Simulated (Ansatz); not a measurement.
Ansatz (a quantum-chemistry and plane-wave program) input (RI-MP2/def2-QZVPPD):
A basis named .json is the Basis Set Exchange file of that set.

Ansatz 0.2 input:
```yaml
crystal:
  periodic: [false, false, false]
  atoms:
    - {symbol: Si, position_ang: [-1.13071627, -0.21437975, -0.19786288]}
    - {symbol: Cl, position_ang: [1.10415170, 0.11806772, 0.10161408]}
    - {symbol: H, position_ang: [-1.48225327, 1.28364396, -0.26245164]}
    - {symbol: H, position_ang: [-1.45829783, -0.28947871, 1.30509270]}
basis:
  gaussian:
    orbitals: def2-QZVPPD.json
    fitting: {mean_field: def2-universal-jkfit, correlation: def2-QZVPPD-RIFIT.json}
total_charge: -1
magnetization: {spin_polarized: false}
correlation: {method: mp2, electrons: outside_noble_gas}
```

Output:

```
Functional definition: HF
integrals: 0.16 GiB planned
292 factors; integrals over basis functions are off by at most 3.0e0 eV
mean field: 0.42 GiB planned
mean field evaluation 1: about -20398.7234 eV, gradient 1.6e1 eV
mean field evaluation 2: about -20399.5104 eV, gradient 7.2e0 eV
mean field evaluation 4: about -20399.6490 eV, gradient 4.0e-1 eV
mean field evaluation 8: about -20399.6505 eV, gradient 9.7e-7 eV
mean field -20399.65045114 eV, -749.6733266998 hartree, gradient 9.7e-7 eV, S^2 0.000000; 0 other end points of the search recorded, 0 dependent functions left out
10 core orbitals not correlated
496 factors; their error is unknown
reference -20399.65045114 eV, -749.6733266998 hartree; 7, 7 occupied and 204, 204 virtual orbitals, 496 factors
second order -9.73584801 eV of doubles, -0.00000000 eV of singles
Total energy: -20409.38629915 eV, -750.0311125149 hartree
```

It need not be the lowest isomer of its formula. Whether it binds its extra electron was not tested at this geometry.
